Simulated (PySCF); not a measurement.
# Computed records: AlF$_{2}$H

Computed with PySCF 2.14.0. Calculation on a computer-drawn molecule: vertical ionisation energy to the stated ion spin, frozen-core CCSD(T) at the basis limit and cheaper methods, single-reference cases, UHF for radicals, no spin-orbit; all values are single points at the evaluated structure, the first of each entry, which is the reference or a displaced copy of it and isn't optimised; the reference structure only sets the zero of the energies above reference; triples share is (T) over the correlation energy.

Common to all runs: charge 0; multiplicity 1; ion multiplicity 2; diffuse functions no; basis cc-pV(n+d)Z; reference is the Hartree-Fock double-zeta minimum; best is HF at quadruple zeta + MP2 correlation extrapolated from triple and quadruple zeta + CCSD(T) minus MP2 at triple zeta; basis step is the size of the change from the same recipe one zeta lower.

(1) AlF$_{2}$H

Evaluated structure:
```xyz
4
AlF2H
F      0.5088     0.5443    -0.3752
Al    -1.5494     0.7660     0.3208
F     -2.3686     2.0475    -0.2341
H     -2.1162    -0.2462     1.2935
```

Reference structure:
```xyz
4
AlF2H
F      0.5065     0.5594    -0.3766
Al    -1.0412     0.7108     0.1509
F     -1.8987     1.9957    -0.4063
H     -1.6657    -0.3144     1.1322
```

The calculation gives: ionisation energy best 12.69 eV; ionisation energy basis step 0.08672 eV; energy above reference best 44.95 kcal/mol; energy above reference basis step 0.9772 kcal/mol; ionisation energy Koopmans at triple zeta 14.16 eV; ionisation energy EOM CCSD at triple zeta 12.48 eV; total energy HF triple zeta -441.5384 hartree; total energy CCSD(T) triple zeta -442.1548 hartree; total energy best -442.2730 hartree; T1 diagnostic at triple zeta 0.01677; D1 diagnostic at triple zeta 0.0435; ion T1 diagnostic at triple zeta 0.01564; ion D1 diagnostic at triple zeta 0.05258; ion spin squared at triple zeta 0.7545; triples share at triple zeta 0.02892; basis functions triple zeta 113; dipole magnitude HF at triple zeta 3.873 debye; dipole magnitude CCSD unrelaxed at triple zeta 3.423 debye; dipole magnitude PBE at triple zeta 3.18 debye; dipole magnitude r2SCAN at triple zeta 3.3 debye; dipole magnitude B3LYP at triple zeta 3.394 debye; dipole magnitude wB97X at triple zeta 3.476 debye.

Drawn bonds:
```
atom  other atom  order
   1           2      1
   2           3      1
   2           4      1
```

Triple zeta:
```
 method  ionisation energy (eV)  energy above reference (kcal/mol)
     HF                   10.45                              51.69
    PBE                   12.06                               40.1
 r2SCAN                   12.17                              44.61
  B3LYP                   12.39                               43.7
  wB97X                   12.46                              44.95
    MP2                   12.66                              44.89
   CCSD                   12.23                              46.83
CCSD(T)                   12.35                              45.68
```

(2) AlF$_{2}$H

Evaluated structure:
```xyz
4
AlF2H
F      0.5088     0.5443    -0.3752
Al    -1.5664     0.7678     0.3266
F     -2.3856     2.0493    -0.2283
H     -2.1332    -0.2444     1.2993
```

Reference structure:
```xyz
4
AlF2H
F      0.5065     0.5594    -0.3766
Al    -1.0412     0.7108     0.1509
F     -1.8987     1.9957    -0.4063
H     -1.6657    -0.3144     1.1322
```

It finds ionisation energy best 12.62 eV; ionisation energy basis step 0.08949 eV; energy above reference best 46.85 kcal/mol; energy above reference basis step 0.9543 kcal/mol; ionisation energy Koopmans at triple zeta 14.11 eV; ionisation energy EOM CCSD at triple zeta 12.4 eV; total energy HF triple zeta -441.5351 hartree; total energy CCSD(T) triple zeta -442.1517 hartree; total energy best -442.2700 hartree; T1 diagnostic at triple zeta 0.01697; D1 diagnostic at triple zeta 0.04468; ion T1 diagnostic at triple zeta 0.01523; ion D1 diagnostic at triple zeta 0.04811; ion spin squared at triple zeta 0.7545; triples share at triple zeta 0.02901; basis functions triple zeta 113; dipole magnitude HF at triple zeta 3.96 debye; dipole magnitude CCSD unrelaxed at triple zeta 3.497 debye; dipole magnitude PBE at triple zeta 3.245 debye; dipole magnitude r2SCAN at triple zeta 3.369 debye; dipole magnitude B3LYP at triple zeta 3.465 debye; dipole magnitude wB97X at triple zeta 3.552 debye.

Drawn bonds:
```
atom  other atom  order
   1           2      1
   2           3      1
   2           4      1
```

Triple zeta:
```
 method  ionisation energy (eV)  energy above reference (kcal/mol)
     HF                   10.37                              53.81
    PBE                   12.03                              41.86
 r2SCAN                   12.13                               46.5
  B3LYP                   12.33                              45.57
  wB97X                   12.38                              46.88
    MP2                   12.58                              46.86
   CCSD                   12.15                              48.84
CCSD(T)                   12.27                              47.65
```

(3) AlF$_{2}$H

Evaluated structure:
```xyz
4
AlF2H
F      0.5088     0.5443    -0.3752
Al    -1.5937     0.7707     0.3358
F     -2.4129     2.0522    -0.2191
H     -2.1605    -0.2415     1.3085
```

Reference structure:
```xyz
4
AlF2H
F      0.5065     0.5594    -0.3766
Al    -1.0412     0.7108     0.1509
F     -1.8987     1.9957    -0.4063
H     -1.6657    -0.3144     1.1322
```

The calculation gives: ionisation energy best 12.5 eV; ionisation energy basis step 0.09398 eV; energy above reference best 49.9 kcal/mol; energy above reference basis step 0.9101 kcal/mol; ionisation energy Koopmans at triple zeta 14.03 eV; ionisation energy EOM CCSD at triple zeta 12.29 eV; total energy HF triple zeta -441.5296 hartree; total energy CCSD(T) triple zeta -442.1467 hartree; total energy best -442.2651 hartree; T1 diagnostic at triple zeta 0.01729; D1 diagnostic at triple zeta 0.04666; ion T1 diagnostic at triple zeta 0.01472; ion D1 diagnostic at triple zeta 0.04213; ion spin squared at triple zeta 0.7545; triples share at triple zeta 0.02915; basis functions triple zeta 113; dipole magnitude HF at triple zeta 4.102 debye; dipole magnitude CCSD unrelaxed at triple zeta 3.615 debye; dipole magnitude PBE at triple zeta 3.349 debye; dipole magnitude r2SCAN at triple zeta 3.481 debye; dipole magnitude B3LYP at triple zeta 3.578 debye; dipole magnitude wB97X at triple zeta 3.673 debye.

Drawn bonds:
```
atom  other atom  order
   1           2      1
   2           3      1
   2           4      1
```

Triple zeta:
```
 method  ionisation energy (eV)  energy above reference (kcal/mol)
     HF                   10.23                              57.21
    PBE                   11.97                              44.68
 r2SCAN                   12.06                              49.53
  B3LYP                   12.25                              48.58
  wB97X                   12.27                              49.99
    MP2                   12.46                              50.03
   CCSD                   12.02                              52.07
CCSD(T)                   12.15                              50.82
```

(4) AlF$_{2}$H

Evaluated structure:
```xyz
4
AlF2H
F      0.4921     0.5732    -0.3862
Al    -1.0565     0.7306     0.1395
F     -1.9112     1.9991    -0.3884
H     -1.6551    -0.3167     1.1201
```

Reference structure:
```xyz
4
AlF2H
F      0.5065     0.5594    -0.3766
Al    -1.0412     0.7108     0.1509
F     -1.8987     1.9957    -0.4063
H     -1.6657    -0.3144     1.1322
```

The calculation gives: ionisation energy best 13.28 eV; ionisation energy basis step 0.02085 eV; energy above reference best 0.2135 kcal/mol; energy above reference basis step 0.06909 kcal/mol; ionisation energy Koopmans at triple zeta 13.64 eV; ionisation energy EOM CCSD at triple zeta 13.29 eV; total energy HF triple zeta -441.6211 hartree; total energy CCSD(T) triple zeta -442.2273 hartree; total energy best -442.3443 hartree; T1 diagnostic at triple zeta 0.01262; D1 diagnostic at triple zeta 0.03274; ion T1 diagnostic at triple zeta 0.02603; ion D1 diagnostic at triple zeta 0.1293; ion spin squared at triple zeta 0.7525; triples share at triple zeta 0.02623; basis functions triple zeta 113; dipole magnitude HF at triple zeta 1.422 debye; dipole magnitude CCSD unrelaxed at triple zeta 1.268 debye; dipole magnitude PBE at triple zeta 1.224 debye; dipole magnitude r2SCAN at triple zeta 1.23 debye; dipole magnitude B3LYP at triple zeta 1.304 debye; dipole magnitude wB97X at triple zeta 1.291 debye.

Drawn bonds:
```
atom  other atom  order
   1           2      1
   2           3      1
   2           4      1
```

Triple zeta:
```
 method  ionisation energy (eV)  energy above reference (kcal/mol)
     HF                   12.47                            -0.1607
    PBE                   12.52                             0.3941
 r2SCAN                    12.7                             0.1673
  B3LYP                      13                             0.2226
  wB97X                   13.23                             0.1928
    MP2                      13                              0.265
   CCSD                   13.22                             0.1452
CCSD(T)                   13.16                             0.1973
```

(5) AlF$_{2}$H

Evaluated structure:
```xyz
4
AlF2H
F      0.4786     0.5752    -0.4166
Al    -1.0100     0.7058     0.1642
F     -1.8861     1.9716    -0.4621
H     -1.7014    -0.3235     1.0219
```

Reference structure:
```xyz
4
AlF2H
F      0.5065     0.5594    -0.3766
Al    -1.0412     0.7108     0.1509
F     -1.8987     1.9957    -0.4063
H     -1.6657    -0.3144     1.1322
```

The calculation gives: ionisation energy best 13.51 eV; ionisation energy basis step 0.02284 eV; energy above reference best 1.74 kcal/mol; energy above reference basis step 0.003229 kcal/mol; ionisation energy Koopmans at triple zeta 13.91 eV; ionisation energy EOM CCSD at triple zeta 13.52 eV; total energy HF triple zeta -441.6187 hartree; total energy CCSD(T) triple zeta -442.2249 hartree; total energy best -442.3419 hartree; T1 diagnostic at triple zeta 0.01261; D1 diagnostic at triple zeta 0.03305; ion T1 diagnostic at triple zeta 0.02923; ion D1 diagnostic at triple zeta 0.1508; ion spin squared at triple zeta 0.7532; triples share at triple zeta 0.02619; basis functions triple zeta 113; dipole magnitude HF at triple zeta 1.869 debye; dipole magnitude CCSD unrelaxed at triple zeta 1.679 debye; dipole magnitude PBE at triple zeta 1.587 debye; dipole magnitude r2SCAN at triple zeta 1.62 debye; dipole magnitude B3LYP at triple zeta 1.689 debye; dipole magnitude wB97X at triple zeta 1.691 debye.

Drawn bonds:
```
atom  other atom  order
   1           2      1
   2           3      1
   2           4      1
```

Triple zeta:
```
 method  ionisation energy (eV)  energy above reference (kcal/mol)
     HF                   12.73                              1.312
    PBE                   12.64                               2.05
 r2SCAN                   12.85                              1.675
  B3LYP                   13.15                              1.663
  wB97X                   13.42                              1.642
    MP2                   13.24                               1.75
   CCSD                   13.45                              1.662
CCSD(T)                   13.39                              1.733
```

(6) AlF$_{2}$H

Evaluated structure:
```xyz
4
AlF2H
F      0.5441     0.5944    -0.3613
Al    -0.9974     0.7397     0.1242
F     -1.8170     1.9594    -0.3746
H     -1.6447    -0.2889     1.1783
```

Reference structure:
```xyz
4
AlF2H
F      0.5065     0.5594    -0.3766
Al    -1.0412     0.7108     0.1509
F     -1.8987     1.9957    -0.4063
H     -1.6657    -0.3144     1.1322
```

Results for AlF$_{2}$H: ionisation energy best 12.97 eV; ionisation energy basis step 0.01219 eV; energy above reference best 4.073 kcal/mol; energy above reference basis step 0.3574 kcal/mol; ionisation energy Koopmans at triple zeta 13.26 eV; ionisation energy EOM CCSD at triple zeta 12.98 eV; total energy HF triple zeta -441.6172 hartree; total energy CCSD(T) triple zeta -442.2213 hartree; total energy best -442.3381 hartree; T1 diagnostic at triple zeta 0.01219; D1 diagnostic at triple zeta 0.03133; ion T1 diagnostic at triple zeta 0.02228; ion D1 diagnostic at triple zeta 0.1053; ion spin squared at triple zeta 0.7516; triples share at triple zeta 0.02583; basis functions triple zeta 113; dipole magnitude HF at triple zeta 1.133 debye; dipole magnitude CCSD unrelaxed at triple zeta 1.01 debye; dipole magnitude PBE at triple zeta 0.9853 debye; dipole magnitude r2SCAN at triple zeta 0.9794 debye; dipole magnitude B3LYP at triple zeta 1.049 debye; dipole magnitude wB97X at triple zeta 1.03 debye.

Drawn bonds:
```
atom  other atom  order
   1           2      1
   2           3      1
   2           4      1
```

Triple zeta:
```
 method  ionisation energy (eV)  energy above reference (kcal/mol)
     HF                   12.09                              2.288
    PBE                   12.36                              4.741
 r2SCAN                    12.5                              3.783
  B3LYP                   12.79                              4.103
  wB97X                   12.96                              3.944
    MP2                   12.67                              4.414
   CCSD                   12.89                              3.763
CCSD(T)                   12.85                              4.002
```

(7) AlF$_{2}$H

Evaluated structure:
```xyz
4
AlF2H
F      0.5441     0.5944    -0.3613
Al    -0.9670     0.7368     0.1146
F     -1.7866     1.9565    -0.3842
H     -1.6143    -0.2918     1.1687
```

Reference structure:
```xyz
4
AlF2H
F      0.5065     0.5594    -0.3766
Al    -1.0412     0.7108     0.1509
F     -1.8987     1.9957    -0.4063
H     -1.6657    -0.3144     1.1322
```

It finds ionisation energy best 12.93 eV; ionisation energy basis step 0.008555 eV; energy above reference best 5.002 kcal/mol; energy above reference basis step 0.4387 kcal/mol; ionisation energy Koopmans at triple zeta 13.2 eV; ionisation energy EOM CCSD at triple zeta 12.94 eV; total energy HF triple zeta -441.6166 hartree; total energy CCSD(T) triple zeta -442.2198 hartree; total energy best -442.3367 hartree; T1 diagnostic at triple zeta 0.012; D1 diagnostic at triple zeta 0.03078; ion T1 diagnostic at triple zeta 0.02151; ion D1 diagnostic at triple zeta 0.1008; ion spin squared at triple zeta 0.7514; triples share at triple zeta 0.02566; basis functions triple zeta 113; dipole magnitude HF at triple zeta 1.036 debye; dipole magnitude CCSD unrelaxed at triple zeta 0.9231 debye; dipole magnitude PBE at triple zeta 0.9043 debye; dipole magnitude r2SCAN at triple zeta 0.8946 debye; dipole magnitude B3LYP at triple zeta 0.9638 debye; dipole magnitude wB97X at triple zeta 0.9421 debye.

Drawn bonds:
```
atom  other atom  order
   1           2      1
   2           3      1
   2           4      1
```

Triple zeta:
```
 method  ionisation energy (eV)  energy above reference (kcal/mol)
     HF                   12.04                              2.651
    PBE                   12.35                              5.941
 r2SCAN                   12.48                              4.632
  B3LYP                   12.77                              5.025
  wB97X                   12.92                              4.818
    MP2                   12.63                               5.41
   CCSD                   12.85                              4.589
CCSD(T)                   12.81                              4.907
```

(8) AlF$_{2}$H

Evaluated structure:
```xyz
4
AlF2H
F      0.5441     0.5944    -0.3613
Al    -1.0449     0.7442     0.1392
F     -1.8645     1.9639    -0.3596
H     -1.6922    -0.2844     1.1933
```

Reference structure:
```xyz
4
AlF2H
F      0.5065     0.5594    -0.3766
Al    -1.0412     0.7108     0.1509
F     -1.8987     1.9957    -0.4063
H     -1.6657    -0.3144     1.1322
```

It finds ionisation energy best 13.03 eV; ionisation energy basis step 0.01859 eV; energy above reference best 4.191 kcal/mol; energy above reference basis step 0.2132 kcal/mol; ionisation energy Koopmans at triple zeta 13.34 eV; ionisation energy EOM CCSD at triple zeta 13.04 eV; total energy HF triple zeta -441.6156 hartree; total energy CCSD(T) triple zeta -442.2210 hartree; total energy best -442.3380 hartree; T1 diagnostic at triple zeta 0.01249; D1 diagnostic at triple zeta 0.0322; ion T1 diagnostic at triple zeta 0.02371; ion D1 diagnostic at triple zeta 0.114; ion spin squared at triple zeta 0.7519; triples share at triple zeta 0.0261; basis functions triple zeta 113; dipole magnitude HF at triple zeta 1.305 debye; dipole magnitude CCSD unrelaxed at triple zeta 1.165 debye; dipole magnitude PBE at triple zeta 1.129 debye; dipole magnitude r2SCAN at triple zeta 1.13 debye; dipole magnitude B3LYP at triple zeta 1.201 debye; dipole magnitude wB97X at triple zeta 1.186 debye.

Drawn bonds:
```
atom  other atom  order
   1           2      1
   2           3      1
   2           4      1
```

Triple zeta:
```
 method  ionisation energy (eV)  energy above reference (kcal/mol)
     HF                   12.18                              3.244
    PBE                   12.37                              4.401
 r2SCAN                   12.52                              3.987
  B3LYP                   12.82                              4.191
  wB97X                   13.01                              4.107
    MP2                   12.73                              4.427
   CCSD                   12.96                               4.03
CCSD(T)                   12.91                              4.148
```
